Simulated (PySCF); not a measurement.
## Ionisation energy of Rh+ by level of theory

Rh+ [Kr] 4d8 (3F) → Rh(2+) [Kr] 4d7 (4F), as a difference of total energies. All numbers are calculated (PySCF 2.14, the spin-free X2C one-electron Hamiltonian (Gaussian nucleus), in x2c-QZVPPall (13s8p7d4f2g, 118 functions)). Correlated levels: valence: [Kr] frozen; valence and next inner shell: [Ar] 3d10 frozen. The calculations carry no spin-orbit coupling.

Question: Order these methods by the ionisation energy they give, lowest first.
A. MP2 (valence and next inner shell)
B. PBE
C. LDA
D. MP2 (valence)

Answer: D (17.926 eV), A (18.097 eV), B (18.463 eV), C (18.851 eV).

A first-order spin-orbit estimate (lowest level to lowest level, LS coupling) adds -0.023 eV.

Errors of the correlated levels include the incompleteness of this basis and the frozen core.

For comparison: 18.08 eV (semi-empirical (NIST evaluation); NIST Atomic Spectra Database, ionization energies).
